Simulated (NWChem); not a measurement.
Program: NWChem. System: H2PbS2, charge 0, spin multiplicity 1, at a geometry optimised with PBE0/def2-SVP with def2 effective core potentials on Pb. The structure started from a generated list of species. Level: G0W0@PBE/def2-SVPD with def2 effective core potentials on Pb, RI basis def2-svpd-rifit, no spin-orbit coupling.

Input file:

```
start mol
memory heap 200 mb stack 700 mb global 1700 mb
geometry units angstroms nocenter noautoz
  Pb     0.247091     0.449293     0.000000
  S      1.112351    -1.946729     0.000000
  H     -0.112891    -2.517921     0.000000
  S     -2.204448    -0.261425     0.000000
  H     -2.674993     1.006319     0.000000
  symmetry group Cs
end
basis spherical
  * library def2-svpd
end
ecp
  Pb library def2-ecp
end
basis "ri basis" bse spherical
  * library def2-svpd-rifit
end
dft
  xc xpbe96 cpbe96
  iterations 100
  direct
  tolerances tight
end
task dft energy
gw
  states alpha occ 4 vir 2
end
task dft gw
```

Output (cleaned and shortened):

```
             Northwest Computational Chemistry Package (NWChem) 7.3.0
             --------------------------------------------------------

                                NWChem Input Module
                                -------------------

 Scaling coordinates for geometry "geometry" by  1.889725989
 (inverse scale =  0.529177249)

 Turning off AUTOSYM since
 SYMMETRY directive was detected!

                             Geometry "geometry" -> ""
                             -------------------------

 Output coordinates in angstroms (scale by  1.889725989 to convert to a.u.)

  No.       Tag          Charge          X              Y              Z
 ---- ---------------- ---------- -------------- -------------- --------------
    1 Pb                  82.0000     0.24709100     0.44929300     0.00000000
    2 S                   16.0000     1.11235100    -1.94672900     0.00000000
    3 H                    1.0000    -0.11289100    -2.51792100     0.00000000
    4 S                   16.0000    -2.20444800    -0.26142500     0.00000000
    5 H                    1.0000    -2.67499300     1.00631900     0.00000000

 Effective nuclear repulsion energy (a.u.)     627.2176456976

            Nuclear Dipole moment (a.u.)
            ----------------------------
        X                 Y               Z
 ---------------- ---------------- ----------------
     0.0000491329    -0.0000755890     0.0000000000

      Symmetry information
      --------------------

 Group name             Cs
 Group number              2
 Group order               2
 No. of unique centers     5

      Symmetry unique atoms

     1    2    3    4    5


 Summary of "ao basis" -> "" (spherical)
 ------------------------------------------------------------------------------
       Tag                 Description            Shells   Functions and Types
 ---------------- ------------------------------  ------  ---------------------
 *                         def2-svpd                  on all atoms

 Summary of "ri basis" -> "" (spherical)
 ------------------------------------------------------------------------------
       Tag                 Description            Shells   Functions and Types
 ---------------- ------------------------------  ------  ---------------------
 *                      def2-svpd-rifit               on all atoms

  pbe96 is a nonlocal functional; adding pw91lda local functional.

                                 NWChem DFT Module
                                 -----------------

 Summary of "ao basis" -> "ao basis" (spherical)
 ------------------------------------------------------------------------------
       Tag                 Description            Shells   Functions and Types
 ---------------- ------------------------------  ------  ---------------------
 Pb                        def2-svpd                12       32   5s4p3d
 S                         def2-svpd                11       27   5s4p2d
 H                         def2-svpd                 4        8   2s2p

 Summary of "ao basis" -> "ao basis" (spherical)
 ------------------------------------------------------------------------------
       Tag                 Description            Shells   Functions and Types
 ---------------- ------------------------------  ------  ---------------------
 Pb                        def2-svpd                12       32   5s4p3d
 S                         def2-svpd                11       27   5s4p2d
 H                         def2-svpd                 4        8   2s2p
[...]
    46      0.448428  2 S  pz                81     -0.414948  4 S  pz
    43      0.335662  2 S  pz                78     -0.312111  4 S  pz
    40      0.190100  2 S  pz                75     -0.176529  4 S  pz
    49      0.091920  2 S  pz                84     -0.086094  4 S  pz
    21      0.059738  1 Pb d  1              19      0.034690  1 Pb d -1

 Vector   29  Occ=0.000000D+00  E=-1.192029D-01  Symmetry=a"
              MO Center=  1.5D-01,  2.6D-01, -1.0D-14, r^2= 4.4D+00
   Bfn.  Coefficient  Atom+Function         Bfn.  Coefficient  Atom+Function
  ----- ------------  ---------------      ----- ------------  ---------------
    14      0.577752  1 Pb pz                17      0.510344  1 Pb pz
    46     -0.224146  2 S  pz                81     -0.224458  4 S  pz
    11     -0.189871  1 Pb pz                 8     -0.183706  1 Pb pz
    43     -0.161350  2 S  pz                78     -0.159175  4 S  pz
    40     -0.088166  2 S  pz                75     -0.087070  4 S  pz

 Vector   30  Occ=0.000000D+00  E=-6.095071D-02  Symmetry=a'
              MO Center=  1.8D-01,  1.8D-01, -1.5D-15, r^2= 6.9D+00
   Bfn.  Coefficient  Atom+Function         Bfn.  Coefficient  Atom+Function
  ----- ------------  ---------------      ----- ------------  ---------------
     5      0.489271  1 Pb s                 12      0.457174  1 Pb px
    15      0.417369  1 Pb px                72     -0.375893  4 S  s
    79      0.356712  4 S  px                 4     -0.238698  1 Pb s
     3     -0.220029  1 Pb s                 76      0.204909  4 S  px
    71      0.198787  4 S  s                 61      0.179640  3 H  s

 Vector   31  Occ=0.000000D+00  E=-5.471894D-02  Symmetry=a'
              MO Center=  2.2D-01,  4.5D-01, -1.3D-15, r^2= 7.0D+00
   Bfn.  Coefficient  Atom+Function         Bfn.  Coefficient  Atom+Function
  ----- ------------  ---------------      ----- ------------  ---------------
     5      0.764397  1 Pb s                 13      0.450380  1 Pb py
    37     -0.451266  2 S  s                  4     -0.429442  1 Pb s
    16      0.370786  1 Pb py                45      0.360270  2 S  py
     3     -0.332529  1 Pb s                 36      0.256054  2 S  s
    42      0.215957  2 S  py                 1      0.186878  1 Pb s

 center of mass
 --------------
 x =   0.09425193 y =   0.14707238 z =   0.00000000

 moments of inertia (a.u.)
 ------------------
         610.956432495777         111.450775781800           0.000000000000
         111.450775781800         764.821230274954           0.000000000000
           0.000000000000           0.000000000000        1375.777662770731

     Multipole analysis of the density
     ---------------------------------

     L   x y z        total         alpha         beta         nuclear
     -   - - -        -----         -----         ----         -------
     0   0 0 0     -0.000000    -28.000000    -28.000000     56.000000

     1   1 0 0      0.261213     14.138611     14.138611    -28.016008
     1   0 1 0      1.213625     26.078070     26.078070    -50.942515
     1   0 0 1     -0.000000     -0.000000     -0.000000      0.000000

     2   2 0 0    -44.435374   -211.595104   -211.595104    378.754833
     2   1 1 0      0.970499     45.822872     45.822872    -90.675244
     2   1 0 1      0.000000      0.000000      0.000000      0.000000
     2   0 2 0    -41.391799   -151.973876   -151.973876    262.555953
     2   0 1 1     -0.000000     -0.000000     -0.000000      0.000000
     2   0 0 2    -42.068892    -21.034446    -21.034446      0.000000

 Task  times  cpu:        8.9s     wall:        8.9s

                                NWChem Input Module
                                -------------------

                                 NWChem GW Module
                                 ----------------

                             ***********************
                             ***        GW       ***
                             ***********************

 Summary of "ri basis" -> "ri basis" (spherical)
 ------------------------------------------------------------------------------
       Tag                 Description            Shells   Functions and Types
 ---------------- ------------------------------  ------  ---------------------
 Pb                     def2-svpd-rifit             35      137   10s9p8d6f2g
 S                      def2-svpd-rifit             24       78   9s6p6d3f
 H                      def2-svpd-rifit              9       23   4s3p2d

                 Memory Information
                 ------------------
          Available GA per process is          1699.9 MBs
          Available stack per process is        700.0 MBs
          Available heap per process is           0.0 MBs

          Peak memory in Initialization
              Peak GA per process is                  8.8 MBs
              Peak stack per process is               0.1 MBs
              Peak heap per process is                9.2 MBs
              Memory not in MA per process            0.0 MBs

          Peak memory in AFF Calculation
              Peak GA per process is                 45.9 MBs
              Peak stack per process is              32.8 MBs
              Peak heap per process is                0.0 MBs
              Memory not in MA per process           32.8 MBs

          Computing 2-center integrals
          Computing Inverse Cholesky factor
          Computing 3-center integrals
          Computing V_xc ...

          Computing Sigma_x
          Computing RPA polarizability
          Solving quasiparticle equations

                  Alpha Orbitals
          State     Energy (eV)     Error (eV)
          -----------------------------------
@GW        25         -8.963           0.004
@GW        26         -8.262           0.004
@GW        27         -8.371           0.004
@GW        28         -7.769           0.004
@GW        29         -0.770           0.002
@GW        30          0.797           0.002

   Applying  -1.7529 eV scissor-shift to rest of particle states

   Applying   2.4738 eV scissor-shift to rest of hole states

     GW Timing Statistics
   ------------------------
   Init.   :          0.1s
     ERIs  :          0.6s
     Distr.:          0.0s
     Vxc   :          0.2s
   Sigma_x :          0.0s
   RPA     :          1.3s
   Wmn     :          0.0s
   Sigma_c :          0.0s
   GW total:          2.3s

 Task  times  cpu:        2.3s     wall:        2.3s

 Total times  cpu:       11.2s     wall:       11.2s
```
